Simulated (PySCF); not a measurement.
## Identify the compound

The spectra below were simulated for a compound C7H6O.

¹H NMR (500 MHz, computed): δ 3.29 (s, 2H), 2.48 (s, 3H), 1.39 (s, 1H).

¹³C{¹H} NMR (computed): δ 205.9 (C), 78.6 (C), 75.9 (C), 74.2 (CH), 73.6 (C), 37.4 (CH2), 30.3 (CH3).

Theoretical values (PySCF 2.14): GIAO PBE0/pcSseg-1 shieldings, GFN2-xTB geometry. Equivalent nuclei averaged, non-relativistic, one computed conformer, isolated molecule.

Referencing at the same level of theory: ¹H (31.72 ppm), ¹³C (186.93 ppm) vs TMS.

Task: Propose a structure and justify it.

Result: 
- The formula gives 5 degrees of unsaturation (no ring in the answer).
- 7 carbon signals for 7 carbons: no two carbons are equivalent.
- Carbon types of the structure: 4 × C, 1 × CH, 1 × CH2, 1 × CH3, which accounts for all hydrogens.
- δC 205.9: ketone carbonyl carbon; the double bond to the heteroatom, with no lone-pair donor beside it, deshields it most.
- δC 78.6, 75.9, 73.6: alkyne carbon; the triple bond shields along its axis, which puts it between sp3 and sp2 carbons.
- δC 74.2: terminal alkyne carbon; sp carbons lie upfield of alkene carbons because the cylindrical π system leaves one tensor component strongly shielded.
- δC 37.4: sp3 CH2 α to a carbonyl; α to the electron-withdrawing carbonyl group.
- δC 30.3: methyl carbon α to a carbonyl; α to the electron-withdrawing carbonyl group.
- δH 2.48: hydrogen on a methyl carbon α to a carbonyl; α to C=O.
- δH 1.39: hydrogen on a terminal alkyne carbon; it lies on the axis of the triple bond, in its shielding cone.

These data were computed for `C#CC#CCC(C)=O`.

The shifts were computed for this structure.

Shifts are as computed. Against solution values, carbons near 30 ppm lie about +3 ppm off and those near 130 ppm about +5 ppm. Of 1211 compounds with measured shifts, 218 miss one by over three times the rms of a fit or turn the order of signals round; such compounds aren't used in these exercises. No couplings were computed; multiplicities are counted from neighbouring protons, with m where these are inequivalent, close in shift, in a saturated or five-membered ring or joined by F or P, and br s for small geminal =CH2 splittings.
